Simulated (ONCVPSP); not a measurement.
## u(r) = r·R(r): atom against pseudo-atom (boron (B))

Columns: radius, all-electron u(r) and pseudo u(r) of the 2s shell (level -19.53 eV) of boron in the configuration [He] 2s2; revPBE, scalar-relativistic, ONCV scheme, ONCVPSP 4.0.1.

| r (bohr) | all-electron | pseudo |
| --- | --- | --- |
| 0.060 | -0.2182 | 0.0241 |
| 0.120 | -0.3151 | 0.0492 |
| 0.180 | -0.3328 | 0.0760 |
| 0.240 | -0.2999 | 0.1050 |
| 0.300 | -0.2353 | 0.1363 |
| 0.360 | -0.1524 | 0.1700 |
| 0.420 | -0.0604 | 0.2061 |
| 0.480 | 0.0347 | 0.2447 |
| 0.540 | 0.1285 | 0.2859 |
| 0.600 | 0.2184 | 0.3300 |
| 0.660 | 0.3025 | 0.3768 |
| 0.720 | 0.3797 | 0.4259 |
| 0.780 | 0.4497 | 0.4762 |
| 0.840 | 0.5126 | 0.5263 |
| 0.900 | 0.5686 | 0.5746 |
| 0.960 | 0.6175 | 0.6196 |
| 1.020 | 0.6594 | 0.6598 |
| 1.080 | 0.6944 | 0.6944 |
| 1.140 | 0.7230 | 0.7229 |
| 1.200 | 0.7454 | 0.7454 |
| 1.260 | 0.7623 | 0.7623 |
| 1.320 | 0.7739 | 0.7739 |
| 1.380 | 0.7809 | 0.7809 |
| 1.440 | 0.7835 | 0.7835 |
| 1.500 | 0.7822 | 0.7822 |
| 1.560 | 0.7775 | 0.7775 |

**Question.** How many radial nodes do the two functions have?

**Answer.** The all-electron 2s function has n − l − 1 = 1; the pseudo-wave has 0, since the states of the same l below it are removed with the core.

**Question.** At about which radius was the pseudo-wave matched?

**Answer.** 1.15 bohr. The columns agree to 0.0005 from 1.02 bohr on; several derivatives are matched, so the curves merge somewhat inside the radius.

**Question.** Is the pseudo-wave norm-conserving?

**Answer.** Yes: the ONCV scheme keeps the norm inside the radius equal to the all-electron one, which fixes the energy derivative of the logarithmic derivative at the level.
